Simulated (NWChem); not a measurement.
Molecule: TeCl$_{2}$; SMILES Cl[Te]Cl

def2 effective core potentials on Te; no spin-orbit coupling.

Q: Give the equilibrium geometry at PBE0/def2-SVP with def2 effective core potentials on Te (NWChem) as a Z-matrix, with the point group.

A: point group C2v; any orientation.
```
Te
Cl 1 2.3598
Cl 1 2.3598 2 100.19
```
